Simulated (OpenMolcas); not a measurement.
**Computed transition rates of La2+**

| Property | Result |
| --- | --- |
| Program | OpenMolcas |
| Method | SS-CASPT2, IPEA 0.25 Eh, imaginary shift 0.1 Eh (closed shells correlated: 5s 5p) |
| Basis | ANO-RCC-VTZP [8s7p5d3f2g1h] |
| Scalar Hamiltonian | DKH2, point nucleus |
| Active space | 1 electron in 6 orbitals (5d 6s) |
| State averaging | 2S+1 = 2 even, 6 roots |
| Spin-orbit coupling | state interaction with AMFI integrals over the reference wave functions, term energies averaged over their components |

Rates come from the transition moments of the reference wave functions (E1 and E2 in the length form). At fixed line strength A goes as λ^-3 for E1 and M1 and as λ^-5 for E2, so a rate at the computed wavelength can be rescaled to the measured one. Measured vacuum wavelengths follow from level energies in Martin, Zalubas and Hagan, Atomic Energy Levels: The Rare-Earth Elements, NSRDS-NBS 60 (1978). Branching counts decays inside the model space alone, at computed energies, and the table is only a selection of the E2 and M1 lines, drawn from those between levels with measured partners whose computed energy lies within a factor of 1.5 of the measured one.

```tsv
Upper	Lower	Type	λ computed (nm)	λ measured (nm)	A computed (s-1)	A rescaled (s-1)	Branching %
5d ²D_5/2	5d ²D_3/2	M1	6278	6237	4.38e-02	4.47e-02	100.0
6s ²S_1/2	5d ²D_5/2	E2	780.9	834.2	2.19e+00	1.57e+00	45.5
6s ²S_1/2	5d ²D_3/2	E2	694.5	735.8	2.62e+00	1.96e+00	54.5
```

The largest correction is for 6s ²S_1/2 → 5d ²D_5/2 (E2): 2.19e+00 × (780.9 / 834.2)^5 = 1.57e+00 s-1, a factor of 0.72.

The computed rate and branching of 5d ²D_5/2 → 5d ²D_3/2 give the upper level a radiative lifetime of 1.000 / 4.38e-02 s-1 = 2.28e+01 s, counting decays inside the model space alone. The rescaled rate gives about 2.2e+01 s.

These are rates of the free ion; in crystals, glasses and complexes forced electric-dipole and non-radiative decay shorten such lifetimes by orders of magnitude. No measured rate stands beside these. Rescaling mends the energy factor alone: line strengths can still be far off where a level mixes with configurations outside the active space, and weak or spin-changing lines hang on small mixing coefficients that depend on the term gaps too, so rescaling need not improve them.

With one active electron, CASPT2 adds the correlation within the correlated inactive shells and between them and that electron, and leaves the splitting within a term as the reference gives it. Computed and measured levels are paired by configuration, term and J; levels that our copy of the source lacks, or whose pairing is in doubt (as where it misses far off the trend of its configuration), stay unpaired. Levels of configurations outside the active space are missing.
